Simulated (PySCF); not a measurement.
Compound: C₆H₁₀P₂.
Bonds: C1–C2 (double), C2–C3, C3–C4 (double), C4–C5, C4–P6, P6–C7, C7–P8, C3–P6. Hydrogens: H9, H10 on C1; H11 on C2; H12, H13, H14 on C5; H15, H16 on C7; H17, H18 on P8.

Definitions: NICS(0) = −σiso at the ring centroid; NICS(1) = −σiso and NICS(1)zz = −σzz at ±1 Å along the ring normal z. Level: GIAO PBE0/pcSseg-1 (PySCF, non-relativistic, gas phase) on the GFN2-xTB geometry, one conformer.

Ring bond lengths (Å), with Mayer bond orders in brackets: C3–C4 1.321 (1.57), C4–P6 1.837 (0.89), P6–C3 1.840 (0.86).

Problem. What do the NICS probes read (ppm)?

Solution. 
| ring | type | NICS(0) | NICS(1), two faces | NICS(1)zz, two faces | rms pucker (Å) | centre to ring atoms, mean (Å) |
| --- | --- | --- | --- | --- | --- | --- |
| C3–C4–P6 | 3-membered ring with P; formal bonds 1 double, 2 single | -26.0 | -6.1 / -10.4 | -12.5 / -20.6 | 0.00 | 0.96 |

Problem. What can be read from them?

Solution. 
- C3–C4–P6: mean NICS(1)zz -16.6 ppm, shielded. A hydrogen on C7, outside the ring, lies 1.62 Å from a NICS(1) probe. The two faces differ by 8.1 ppm, so no symmetry operation interchanges them. NICS(0) lies 18 ppm below the mean NICS(1).

Problem. And the bond-length index? HOMA = 1 − mean of α(R − Ropt)² over the ring bonds, with Krygowski's 1993 parameters (CC: Ropt 1.388 Å, α 257.7 Å⁻²; CP: Ropt 1.698 Å, α 118.91 Å⁻²).

Solution. 
- C3–C4–P6: HOMA -0.95; the largest term is that of P6–C3, α(R − Ropt)² = 2.41.

Problem. Give the inner angles of the rings and the Hirshfeld charges of the ring atoms.

Solution. 
- C3–C4–P6: C3 68.8° (-0.050 e), C4 69.1° (-0.025 e), P6 42.1° (+0.091 e); sum 180.0° against 180° for a flat convex ring.

The run took about 90 s of CPU time (one thread, shared machine). This is the whole shielding run at PBE0/pcSseg-1, SCF included.

Conformer computed: `[CH2:1]=[CH:2][C:3]1=[C:4]([CH3:5])[P:6]1[CH2:7][PH2:8]`: C1–C2–C3–C4 -175°, C4–P6–C7–P8 -124°, H–P8–C7–P6 -36°, H–P8–C7–P6 56°.
